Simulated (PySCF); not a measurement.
Vertical excitations of a molecule C₅H₉Cl from TDDFT-PBE/def2-SVPD (PySCF), as energy in eV (oscillator strength): 5.92 (0.035), 6.20 (0.207), 6.32 (0.003), 6.34 (0.041), 6.49 (0.015), 6.86 (0.003), 6.94 (0.011), 7.05 (0.011), 7.27 (0.005), 7.32 (0.007). Lowest triplet (TDA): 4.09 eV. Geometry optimised at PBE-D3(BJ)/def2-SVP. The values are those of a single conformer.

Question: Pick the molecule that these values belong to.
(A) ClC1CCCC1
(B) C[C@@H]1C[C@@H]1CCl
(C) C=C[C@@H](C)CCl
(D) CCC/C=C\Cl

Answer: D, CCC/C=C\Cl
